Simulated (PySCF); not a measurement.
**Correlation energy of Cs⁻ (caesium, charge -1)**

[Xe] 6s2, closed-shell 1S. All numbers are calculated (PySCF 2.14, scalar relativity through the core potential, in def2-TZVPPD with the def2 core potential (46 electrons)). Frozen: nothing; 10 electrons correlated.

```tsv
level	correlation energy (mhartree)
CCSD	-173.85
(T)	-5.70
CCSD(T)	-179.55
```

Diagnostics: T1 = 0.031, D1 = 0.0974, largest double amplitude 0.144.

Question: Is a single reference adequate?

Answer: Not fully. T1 exceeds 0.03, a sign that the reference determinant is poor.

The basis has no tight functions for the innermost shells, so their pair energies are far from complete.

This basis was not built for core-valence correlation, so the inner-shell part is incomplete.
